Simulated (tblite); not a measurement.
C₇H₁₀N (charge +1).
SMILES with atom numbers: `[CH3:1][c:2]1[cH:3][cH:4][cH:5][n+:6]([CH3:7])[cH:8]1` (hydrogens: H9, H10, H11 on C1; H12 on C3; H13 on C4; H14 on C5; H15, H16, H17 on C7; H18 on C8)
Bond orders are those of one Lewis drawing.

Computed with GFN2-xTB (tblite), gas phase: Langevin dynamics at 300 K from the optimised GFN2-xTB geometry, time step 0.5 fs, friction 0.01 fs⁻¹, 2000 steps.

Start geometry:
```
atom  x, y, z in Å
C1      2.525   -0.673   -0.275
C2      1.199   -0.017   -0.131
C3      1.071    1.374   -0.055
C4     -0.184    1.939    0.095
C5     -1.296    1.121    0.168
N6     -1.169   -0.206    0.095
C7     -2.331   -1.062    0.184
C8      0.037   -0.769   -0.050
H9      2.442   -1.638   -0.766
H10     3.212   -0.042   -0.834
H11     2.961   -0.836    0.712
H12     1.948    1.999   -0.116
H13    -0.307    3.008    0.154
H14    -2.289    1.525    0.283
H15    -2.320   -1.612    1.126
H16    -2.333   -1.782   -0.635
H17    -3.244   -0.473    0.136
H18     0.070   -1.849   -0.101
```

The statistics below take the 31 frames saved every 25 fs from 250 to 1000 fs; their kinetic temperature (all 3N coordinates) averages 306 K.

Q: Give the mean, spread and extremes of the bond lengths.

A: 
```
  bond  start (Å)  mean (Å)  standard deviation (Å)  shortest (Å)  longest (Å)
 C1–C2      1.486     1.498                   0.029         1.447        1.554
 C2–C3      1.399     1.384                   0.022         1.338        1.422
 C3–C4      1.384     1.400                   0.021         1.364        1.451
 C4–C5      1.382     1.375                   0.022         1.322        1.427
 C5–N6      1.335     1.358                   0.024         1.316        1.401
 N6–C7      1.446     1.455                   0.033         1.399        1.515
 N6–C8      1.338     1.321                   0.021         1.284        1.374
 C2–C8      1.387     1.400                   0.023         1.356        1.445
 C1–H9      1.086     1.094                   0.023         1.058        1.144
C1–H10      1.087     1.092                   0.036         1.033        1.160
C1–H11      1.091     1.097                   0.022         1.043        1.153
C3–H12      1.079     1.086                   0.033         1.030        1.154
C4–H13      1.078     1.084                   0.035         1.017        1.149
C5–H14      1.079     1.086                   0.043         1.018        1.148
C7–H15      1.091     1.091                   0.023         1.037        1.136
C7–H16      1.090     1.092                   0.036         1.007        1.170
C7–H17      1.087     1.094                   0.028         1.030        1.142
C8–H18      1.081     1.085                   0.026         1.032        1.131
```

Q: Give the same statistics for bond angles, one of each kind among heavy atoms.

A: 
| angle | start (°) | mean (°) | standard deviation (°) | smallest (°) | largest (°) |
| --- | --- | --- | --- | --- | --- |
| C1–C2–C3 | 121.7 | 121.7 | 2.6 | 116.2 | 127.7 |
| C1–C2–C8 | 120.9 | 120.3 | 2.6 | 116.2 | 128.8 |
| C3–C2–C8 | 117.3 | 117.4 | 2.7 | 111.1 | 122.6 |
| C2–C3–C4 | 119.7 | 119.6 | 2.6 | 114.2 | 125.2 |
| C3–C4–C5 | 119.5 | 119.2 | 2.6 | 114.7 | 124.7 |
| C4–C5–N6 | 120.6 | 120.2 | 2.2 | 114.7 | 123.6 |
| C5–N6–C7 | 120.6 | 118.6 | 2.2 | 114.2 | 123.1 |
| C5–N6–C8 | 120.7 | 120.4 | 2.5 | 115.0 | 125.1 |
| C7–N6–C8 | 118.8 | 120.3 | 2.9 | 111.9 | 124.7 |
| C2–C8–N6 | 122.2 | 122.2 | 2.8 | 114.9 | 127.1 |

Q: How far does each atom move about its mean position (frames aligned on the start, all atoms weighted alike), and what rms force does it feel?

A: 
```csv
atom,rms displacement (Å),rms force (eV/Å)
C1,0.09,1.91
C2,0.10,1.86
C3,0.12,2.04
C4,0.10,1.99
C5,0.13,2.20
N6,0.12,2.15
C7,0.10,2.07
C8,0.13,1.86
H9,1.01,0.90
H10,0.99,1.22
H11,0.94,0.90
H12,0.24,1.08
H13,0.18,1.25
H14,0.20,1.49
H15,1.04,0.91
H16,1.04,1.23
H17,1.00,1.08
H18,0.21,0.92
```

The displacements run from 0.09 to 1.04 Å.

Q: How widely does the potential energy scatter, against a harmonic estimate?

A: Mean 0.66 eV above the start, standard deviation 0.111 eV, range 0.39 to 0.86 eV. For 48 classical harmonic modes at 300 K the canonical values are 48kT/2 = 0.62 eV and kT·√(48/2) = 0.127 eV.

The run is classical and short, so these are rough statistics of one trajectory.

The cost below is that of the whole dynamics run. The run took 9.5 s wall on one thread, Arm Neoverse V2 (aarch64), no GPU (shared host), and the process peaked at 0.18 GiB of memory.
